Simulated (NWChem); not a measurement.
Molecule: CCl₂FNOSi; SMILES O=C=N[Si](F)(Cl)Cl

```xyz
7

O      0.2763     3.6121     0.0000
C      0.0836     2.4667     0.0000
N     -0.1236     1.2840     0.0000
Si    -0.2853    -0.3920     0.0000
F     -1.8457    -0.7561     0.0000
Cl     0.5517    -1.1880    -1.6678
Cl     0.5517    -1.1880     1.6678
```
Atoms are numbered in this order, from 1.

Program: NWChem. Pople sets run with spherical d functions. The geometry was optimised at PBE0/def2-SVP.

For level BHandHLYP/6-31G*:

```
Quantity                      Value
---------------------------  ------
highest occupied level (eV)  -10.69
orbital gap (eV)              11.53
```

Problem. How do the values read with level LC-wPBE (HJS exchange hole, range parameter 0.4 per bohr)/6-31G* instead?

Solution. 
| Item | Result |
|---|---|
| highest occupied level (eV) | -12.12 |
| orbital gap (eV) | 14.16 |
